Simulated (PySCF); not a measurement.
Job for PySCF: R-B3LYP/3-21G on CH6Sn (SMILES [CH3][SnH3]), a point of a torsion scan.

```python
from pyscf import gto, scf, dft, mp
from pyscf.data.elements import chemcore

mol = gto.M(
    atom='''
    C    -1.15860504   -0.08111331    0.01522903
    Sn    0.98431636    0.05207475   -0.01418975
    H    -1.56835172    0.54311441    0.80066185
    H    -1.47534367   -1.10331283    0.18465868
    H    -1.56945465    0.25236217   -0.93080007
    H     1.67676762   -0.90061416    1.15310420
    H     1.51106871    1.60435164    0.23436809
    H     1.60528000   -0.44655494   -1.46887692
    ''',
    basis='3-21g',
    charge=0, spin=0, verbose=3, max_memory=1800)
mf = dft.RKS(mol, xc='b3lyp')
mf.conv_tol = 1e-8
mf.max_cycle = 100
mf.kernel()
if not mf.converged:
    mf = mf.newton().run(mf.mo_coeff, mf.mo_occ)
```

The log:

```
converged SCF energy = -6040.3046185568
```

The run converged.

Cost: very roughly 8 core-seconds.
